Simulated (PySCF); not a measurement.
A GIAO shielding run with PySCF (density fitting, non-relativistic, gas phase) on SMILES CO[SiH](OC)S[SiH3], C₂H₁₀O₂SSi₂:

```
$ OMP_NUM_THREADS=1 python probes_run.py task.json out

{"job": {"kind": "nmr", "xc": "PBE0", "basis": "pcSseg-1"}, "charge": 0, "multiplicity": 1}
C     -0.000268     2.372354     0.392276
O      0.011213     1.335281    -0.550313
Si    -0.388789    -0.214258    -0.384478
O     -1.902975    -0.331300     0.155958
C     -2.588675    -1.472832     0.593630
S      0.870545    -1.256969     1.018232
Si     2.823698    -0.673865     0.366311
H     -1.025632     2.622304     0.668729
H      0.550558     2.088097     1.292272
H      0.476149     3.238921    -0.066986
H     -0.164987    -0.691541    -1.732924
H     -1.964310    -2.061307     1.267868
H     -2.871156    -2.091387    -0.260588
H     -3.485274    -1.140738     1.116678
H      2.964229     0.772840     0.478232
H      3.684105    -1.381641     1.299000
H      3.004572    -1.101927    -1.014347
```

Hardware: 1 thread of an Intel Xeon, shared host. The job also computes population analyses, field gradients.

(1) How large is the calculation?

(2) How long does it take, and how much memory does it need?

Results:

(1) 82 electrons, 190 basis functions and 1059 auxiliary functions.

(2) 89 s of wall time, with 12 SCF cycles and 4 response iterations; peak memory 0.84 GiB. Times on a shared host scatter by some tens of per cent.
